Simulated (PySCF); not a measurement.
## A series of related molecules

Method: quadratic response CAM-B3LYP/aug-cc-pVDZ first hyperpolarisability, Taylor convention, gas phase (PySCF 2.14.0). Geometry: PBE0-D3(BJ)/def2-SVP.

Each molecule in one low-energy conformer.

Problem. How does the norm of the vector part βᵢ = ⅓ Σⱼ (βᵢⱼⱼ + βⱼᵢⱼ + βⱼⱼᵢ) of the static first hyperpolarisability change along this series?
- N#CC=C=C([SiH3])C#N (H replaced by SiH3)
- N#CC=C=C(C#N)C=O (H replaced by CHO)
- CSC(=C=CC#N)C#N (H replaced by SCH3)

Solution. 
```tsv
molecule	static β vector norm (au)	static β HRS (au)	S1 (eV)
N#CC=C=C([SiH3])C#N	73	37	5.01
N#CC=C=C(C#N)C=O	61	35	3.74
CSC(=C=CC#N)C#N	144	78	3.86
```
The norm of the vector part βᵢ = ⅓ Σⱼ (βᵢⱼⱼ + βⱼᵢⱼ + βⱼⱼᵢ) of the static first hyperpolarisability is lowest for N#CC=C=C(C#N)C=O and highest for CSC(=C=CC#N)C#N.
